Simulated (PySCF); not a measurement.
These compounds are isomers of formula C$_{5}$H$_{3}$FO$_{2}$.

A. 2-furoylfluoride (SMILES O=C(F)c1ccco1)
B. `C(=O)(F)c1ccoc1`
C. `C=C(F)C#CC(=O)O`
D. SMILES O=Cc1ccc(F)o1

Spectrum 1. 13C{1H} NMR (computed): δ 157.7 (C), 156.5 (C), 119.8 (CH2), 90.9 (C), 85.9 (C).

Spectrum 2. 13C{1H} NMR (computed): δ 155.8 (CH), 155.6 (C), 146.0 (C), 133.2 (CH), 119.4 (CH).

Spectrum 3. 13C{1H} NMR (computed): δ 180.2 (CH), 169.8 (C), 149.9 (C), 126.4 (CH), 94.9 (CH).

Spectrum 4. 13C{1H} NMR (computed): δ 160.6 (C), 156.8 (CH), 149.0 (CH), 122.1 (C), 120.6 (CH).

- coordinates at the GFN2-xTB level
- σ from GIAO-PBE0/pcSseg-1
- code: PySCF
- no solvent, one conformer, relativity neglected, equivalent nuclei averaged

Scale: 13C (186.93 ppm) against TMS (reference shieldings calculated alike). Splittings of carbon signals by F and P are missing where no couplings were computed. Acid and N–H amide carbonyl carbons lie up to 10 ppm further downfield in solution (hydrogen bonding). Shifts are as computed. Against solution values, carbons near 30 ppm lie about +3 ppm off and those near 130 ppm about +5 ppm. Of 1211 compounds with measured shifts, 218 miss one by over three times the rms of a fit or turn the order of signals round; such compounds aren't used in these exercises.

Which spectrum belongs to which compound?

Answers

1–C, 2–A, 3–D, 4–B.

- Spectrum 1 (C): 5 13C signals; δC 157.7 is a carboxylic acid carbon; δC 156.5 is a fully substituted alkene carbon.
- Spectrum 2 (A): 5 13C signals; δC 133.2 is an aromatic CH; δC 155.8 is an aromatic CH next to the ring oxygen.
- Spectrum 3 (D): 5 13C signals; δC 180.2 is an aldehyde carbonyl carbon; δC 169.8 is an aromatic carbon bearing fluorine.
- Spectrum 4 (B): 5 13C signals; δC 160.6 is a carbonyl carbon; δC 156.8 is an aromatic CH next to the ring oxygen.
